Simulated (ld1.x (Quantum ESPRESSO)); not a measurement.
# Varying the TM potential for beryllium

Base potential:

Be (Z = 4), norm-conserving Troullier–Martins (Kleinman–Bylander form), made with ld1.x (Quantum ESPRESSO) 7.5 (PBE, scalar-relativistic). Core [He], reference 2s0.5 2p0 (charge +1.5). Waves: 2p (bound, empty): rc 2.30 bohr; 3d channel at 0.15 Ry: rc 2.35 bohr; 2s (bound): rc 1.75 bohr. Local part: the s channel. Core correction: none.

Cutoffs, loose and tight: the cutoffs (Ry, on a coarse ladder) from which the occupation-weighted sum of valence levels, in a spherical-Bessel basis at the reference potential, stays within 10 and 1 mRy of its value at 400 Ry. They do not see the model core or the augmentation charge, which bear on the density cutoff. Test errors are all-electron minus pseudo excitation energies from the reference, over the configurations 2s2 2p0; 2s1 2p0; 2s1.5 2p0; 2s1 2p1; 2s0 2p2; 2s0 2p1. A dash means not determined; rows that change the core or the reference have their own tests.

For the base: The cutoffs count occupied waves only; the empty 2p level needs 15 Ry at the loose tolerance.

```tsv
change	outcome	cutoff, loose	cutoff, tight	bound ghosts	largest test error (meV)
base	generated	8 Ry	15 Ry	none	+176
type PAW; waves now 2s (bound): rcut 1.50, rcutus 1.75 bohr; 2s channel at -0.05 Ry: rcut 1.50, rcutus 1.75 bohr; 2p (bound): rcut 2.00, rcutus 2.30 bohr; 2p channel at -0.65 Ry: rcut 2.00, rcutus 2.30 bohr; 3d channel at 0.15 Ry: rcut 2.05, rcutus 2.35 bohr; 3d channel at 0.25 Ry: rcut 2.05, rcutus 2.35 bohr; local potential all-electron potential smoothed inside 1.80 bohr (lloc = -1); core correction a·sin(br)/r model core, default radius (ld1.x builds one for every PAW set, though the input has nlcc=.false.); augmentation PSQ, inside the norm-conserving radii	generated	6 Ry	8 Ry	none	+5.6
fully relativistic	generated	8 Ry	15 Ry	none	+176
wave 3d channel at 0.15 Ry: rc 2.35 bohr becomes 3d channel at 0.15 Ry: rc 2.08 bohr	generated	8 Ry	15 Ry	none	+176
wave 3d channel at 0.15 Ry: rc 2.35 bohr becomes 3d channel at 0.77 Ry: rc 2.35 bohr	generated	8 Ry	15 Ry	none	+176
local potential all-electron potential smoothed inside 2.05 bohr (lloc = -1)	generated	8 Ry	15 Ry	none	+177
```

Problem. What comes out with this change to the base: all radii scaled by about 1.25 (s 2.18, p 2.88, d 2.94 bohr)?

Solution. outcome: generated; cutoff, loose: 6 Ry; cutoff, tight: 12 Ry; bound ghosts: none; largest test error (meV): +205.

Problem. What comes out with this change to the base: wave 2s (bound): rc 1.75 bohr becomes 2s (bound): rc 2.50 bohr?

Solution. outcome: generated; cutoff, loose: 6 Ry; cutoff, tight: 10 Ry; bound ghosts: none; largest test error (meV): +194.
